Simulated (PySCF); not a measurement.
## Telling isomers of C4H5F3OSi apart by NMR

[PySCF 2.14.0 with density-fitted response routines: GFN2-xTB structure; GIAO PBE0/pcSseg-1 shieldings; in vacuum; one averaged value for each set of equivalent atoms; a single conformation; non-relativistic]

δ = σ(ref) − σ, references computed at the same level: TMS for 1H (σ = 31.72 ppm) and 13C (σ = 186.93 ppm). Splittings of carbon signals by F and P are missing where no couplings were computed. Where no couplings were computed, multiplicities follow the n + 1 count of equivalent neighbours, and m marks all less simple cases (inequivalent or close neighbours, rings, F or P nearby). Shifts are as computed. Against solution values, carbons near 30 ppm lie about +3 ppm off and those near 130 ppm about +5 ppm. Of 1313 compounds with measured shifts, 239 miss one by over three times the rms of a fit or turn the order of signals round; such compounds aren't used in these exercises.

(1) Tabulate the signals of `O=C/C([SiH3])=C\C(F)(F)F`, `C=C1[SiH2][C@H]1OC(F)(F)F` and their relative energies.

(2) What is the quickest way to tell O=C/C([SiH3])=C\C(F)(F)F from C=C1[SiH2][C@H]1OC(F)(F)F?

## Answers

(1) 
```json
{"SMILES": "O=C/C([SiH3])=C\\C(F)(F)F", "carbon types": "2×C 2×CH", "δC": "200.0, 157.9, 151.6, 130.5", "δH": "10.58 (s, 1H), 7.36 (m, 1H), 4.14 (s, 3H)", "E rel. (kcal/mol)": "0.0"}
{"SMILES": "C=C1[SiH2][C@H]1OC(F)(F)F", "carbon types": "2×C 1×CH 1×CH2", "δC": "142.8, 141.2, 132.0, 58.2", "δH": "7.26 (br s, 1H), 6.96 (br s, 1H), 4.63 (m, 1H), 3.71 (m, 1H), 3.60 (m, 1H)", "E rel. (kcal/mol)": "27.6"}
```

Energies are electronic energies at PBE0/pcSseg-1 on these geometries, without zero-point or thermal terms, each for the one conformer computed, which needn't be the lowest.

(2) Both give the same number of carbon signals, but DEPT or the intensities differ. The first has an aldehyde carbonyl carbon (CH) at 200.0 ppm, the second a terminal =CH2 carbon at 142.8 ppm. In the proton spectra the most deshielded non-exchanging signals are 10.58 (s, 1H) and 7.26 (br s, 1H).
